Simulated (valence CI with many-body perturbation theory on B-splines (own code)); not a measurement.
Forbidden lines of Cd⁴¹⁺

Method: relativistic CI+MBPT: five valence electrons over a frozen Dirac-Fock core [He], radial functions for each j: 9 s, 9 p, 8 d, 6 f, 3 g, 1 h, with the one-electron correlation potential Σ1, the two-electron term Σ2, the three-electron term Σ3, Breit, model QED; selected CI, second order for the rest (own B-spline code, finite nucleus).

No measured spectrum was set against this ion. As an estimate, large intervals hold to a few tenths of a per cent, small ones and those within an open d or f shell to about a per cent. Among the levels kept, up to 1500 cm⁻¹ of a level comes from second order outside the variational space, and about a tenth of that is noise between levels of different J, which matters for small intervals.

Lines 1 to 50 of 52 in falling wavelength, among levels below 33142 × 10³ cm⁻¹, chosen from the decays that carry over 1 % of a level's rate. Wavelengths and rates use the calculated energies. Electric multipoles are in the length gauge, E1 and E2 with the static RPA response of the core. S is in atomic units (e²a₀⁴ for E2 and M2, e²a₀⁶ for E3), for M1 in squared Bohr magnetons. Weak lines are less certain than strong ones. Lines between different terms over intervals too small for the method are left out, as are lines whose strength nearly cancels. The highest levels of a list are the least certain.

Levels are named by their leading jj configuration (3d3/2^4 stands for four electrons in 3d with j = 3/2), which in mixed levels can hold well under half, so a name can repeat and another be missing. Letters in brackets count levels of one name in rising energy.

```
λ vac (Å)                               Upper                       Lower  Type   A (s⁻¹)  S (a.u.)
    66.70          (2s^2 2p1/2 2p3/2^2) J=3/2  (2s^2 2p1/2^2 2p3/2) J=3/2    M1  6.77e+07  2.98e+00
    66.35                (2s^2 2p3/2^3) J=3/2  (2s^2 2p1/2 2p3/2^2) J=1/2    M1  1.65e+07  7.15e-01
    60.76          (2s^2 2p1/2 2p3/2^2) J=5/2  (2s^2 2p1/2^2 2p3/2) J=3/2    M1  1.18e+07  5.90e-01
    58.28                (2s^2 2p3/2^3) J=3/2  (2s^2 2p1/2 2p3/2^2) J=5/2    M1  2.35e+07  6.90e-01
    53.92          (2s^2 2p1/2 2p3/2^2) J=1/2  (2s^2 2p1/2^2 2p3/2) J=3/2    M1  5.07e+07  5.90e-01
    53.70                (2s^2 2p3/2^3) J=3/2  (2s^2 2p1/2 2p3/2^2) J=3/2    M1  9.93e+07  2.28e+00
    3.705      (2s^2 2p1/2 2p3/2 3d5/2) J=9/2    (2s 2p1/2 2p3/2^3) J=5/2    E2  4.05e+08  2.53e-06
    3.470  (2s^2 2p1/2 2p3/2 3p1/2) J=3/2 [a]  (2s^2 2p1/2 2p3/2^2) J=1/2    E2  1.75e+10  3.15e-05
    3.460      (2s^2 2p1/2 2p3/2 3p1/2) J=5/2  (2s^2 2p1/2 2p3/2^2) J=1/2    E2  3.04e+10  8.08e-05
    3.450      (2s^2 2p1/2 2p3/2 3p1/2) J=1/2  (2s^2 2p1/2 2p3/2^2) J=5/2    E2  4.00e+10  3.49e-05
    3.436          (2s^2 2p1/2^2 3p1/2) J=1/2  (2s^2 2p1/2^2 2p3/2) J=3/2    E2  1.72e+11  1.47e-04
    3.436          (2s^2 2p3/2^2 3p1/2) J=3/2        (2s^2 2p3/2^3) J=3/2    E2  3.68e+10  6.29e-05
    3.435      (2s^2 2p1/2 2p3/2 3p1/2) J=5/2  (2s^2 2p1/2 2p3/2^2) J=5/2    E2  9.95e+10  2.55e-04
    3.433      (2s^2 2p1/2 2p3/2 3p1/2) J=1/2  (2s^2 2p1/2 2p3/2^2) J=3/2    E2  5.88e+10  5.00e-05
    3.432          (2s^2 2p3/2^2 3p1/2) J=5/2        (2s^2 2p3/2^3) J=3/2    E2  1.17e+11  2.98e-04
    3.428  (2s^2 2p1/2 2p3/2 3p1/2) J=3/2 [a]  (2s^2 2p1/2 2p3/2^2) J=3/2    E2  1.10e+11  1.86e-04
    3.418      (2s^2 2p1/2 2p3/2 3p1/2) J=5/2  (2s^2 2p1/2 2p3/2^2) J=3/2    E2  2.44e+10  6.10e-05
    3.415  (2s^2 2p1/2 2p3/2 3p1/2) J=3/2 [b]  (2s^2 2p1/2 2p3/2^2) J=5/2    E2  9.84e+10  1.63e-04
    3.409  (2s^2 2p1/2 2p3/2 3p3/2) J=3/2 [a]  (2s^2 2p1/2 2p3/2^2) J=1/2    E2  7.48e+09  1.23e-05
    3.403          (2s^2 2p3/2^2 3p1/2) J=1/2        (2s^2 2p3/2^3) J=3/2    E2  1.21e+11  9.88e-05
    3.400      (2s 2p1/2^2 2p3/2 3p3/2) J=7/2  (2s 2p1/2^2 2p3/2^2) J=5/2    E2  4.59e+10  1.49e-04
    3.395  (2s^2 2p1/2 2p3/2 3p3/2) J=5/2 [a]  (2s^2 2p1/2 2p3/2^2) J=5/2    E2  1.24e+10  2.99e-05
    3.392          (2s^2 2p3/2^2 3p3/2) J=5/2        (2s^2 2p3/2^3) J=3/2    E2  4.37e+10  1.05e-04
    3.391          (2s^2 2p3/2^2 3p3/2) J=7/2        (2s^2 2p3/2^3) J=3/2    E2  2.85e+10  9.14e-05
    3.390  (2s^2 2p1/2 2p3/2 3p3/2) J=5/2 [b]  (2s^2 2p1/2 2p3/2^2) J=1/2    E2  3.67e+10  8.81e-05
    3.390  (2s^2 2p1/2 2p3/2 3p3/2) J=1/2 [a]  (2s^2 2p1/2 2p3/2^2) J=5/2    E2  1.43e+10  1.15e-05
    3.389  (2s 2p1/2^2 2p3/2 3p3/2) J=1/2 [b]  (2s 2p1/2^2 2p3/2^2) J=3/2    E2  8.76e+10  6.99e-05
    3.385  (2s^2 2p1/2 2p3/2 3p3/2) J=3/2 [a]  (2s^2 2p1/2 2p3/2^2) J=5/2    E2  3.03e+10  4.82e-05
    3.379      (2s^2 2p1/2 2p3/2 3p3/2) J=7/2  (2s^2 2p1/2 2p3/2^2) J=5/2    E2  5.66e+10  1.78e-04
    3.378  (2s^2 2p1/2 2p3/2 3p3/2) J=5/2 [a]  (2s^2 2p1/2 2p3/2^2) J=3/2    E2  4.78e+10  1.13e-04
    3.374          (2s^2 2p1/2^2 3p3/2) J=3/2  (2s^2 2p1/2^2 2p3/2) J=3/2    E2  8.78e+10  1.37e-04
    3.373  (2s^2 2p1/2 2p3/2 3p3/2) J=1/2 [a]  (2s^2 2p1/2 2p3/2^2) J=3/2    E2  5.90e+10  4.61e-05
    3.368  (2s^2 2p1/2 2p3/2 3p3/2) J=3/2 [a]  (2s^2 2p1/2 2p3/2^2) J=3/2    E2  2.30e+10  3.57e-05
    3.363      (2s^2 2p1/2 2p3/2 3p3/2) J=7/2  (2s^2 2p1/2 2p3/2^2) J=3/2    E2  6.55e+09  2.01e-05
    3.355  (2s^2 2p1/2 2p3/2 3p3/2) J=1/2 [b]  (2s^2 2p1/2 2p3/2^2) J=5/2    E2  1.27e+11  9.67e-05
    3.339  (2s^2 2p1/2 2p3/2 3p3/2) J=1/2 [b]  (2s^2 2p1/2 2p3/2^2) J=3/2    E2  6.16e+10  4.56e-05
    3.332      (2s 2p1/2^2 2p3/2 3d5/2) J=9/2  (2s 2p1/2^2 2p3/2^2) J=5/2    M2  2.02e+09  7.42e-06
    3.309      (2s^2 2p1/2 2p3/2 3d5/2) J=9/2  (2s^2 2p1/2 2p3/2^2) J=5/2    M2  1.94e+09  6.86e-06
    3.215  (2s^2 2p1/2 2p3/2 3p3/2) J=5/2 [a]  (2s^2 2p1/2^2 2p3/2) J=3/2    E2  2.04e+10  3.75e-05
    3.211  (2s^2 2p1/2 2p3/2 3p3/2) J=1/2 [a]  (2s^2 2p1/2^2 2p3/2) J=3/2    E2  3.13e+10  1.91e-05
    3.207  (2s^2 2p1/2 2p3/2 3p3/2) J=3/2 [a]  (2s^2 2p1/2^2 2p3/2) J=3/2    E2  7.12e+10  8.62e-05
    3.205          (2s^2 2p3/2^2 3p3/2) J=5/2  (2s^2 2p1/2 2p3/2^2) J=5/2    E2  5.26e+10  9.53e-05
    3.205          (2s^2 2p3/2^2 3p3/2) J=7/2  (2s^2 2p1/2 2p3/2^2) J=5/2    E2  4.10e+10  9.89e-05
    3.201          (2s^2 2p3/2^2 3p3/2) J=1/2  (2s^2 2p1/2 2p3/2^2) J=5/2    E2  6.34e+10  3.81e-05
    3.201      (2s^2 2p1/2 2p3/2 3p3/2) J=7/2  (2s^2 2p1/2^2 2p3/2) J=3/2    E2  8.26e+10  1.98e-04
    3.190          (2s^2 2p3/2^2 3p3/2) J=5/2  (2s^2 2p1/2 2p3/2^2) J=3/2    E2  2.97e+10  5.26e-05
    3.190          (2s^2 2p3/2^2 3p3/2) J=7/2  (2s^2 2p1/2 2p3/2^2) J=3/2    E2  5.92e+10  1.40e-04
    3.190  (2s^2 2p1/2 2p3/2 3p3/2) J=5/2 [b]  (2s^2 2p1/2^2 2p3/2) J=3/2    E2  5.96e+10  1.05e-04
    3.189      (2s 2p1/2^2 2p3/2 3d5/2) J=9/2  (2s^2 2p1/2 2p3/2^2) J=5/2    E2  9.11e+08  2.68e-06
    3.180  (2s^2 2p1/2 2p3/2 3p3/2) J=1/2 [b]  (2s^2 2p1/2^2 2p3/2) J=3/2    E2  3.79e+10  2.20e-05
```
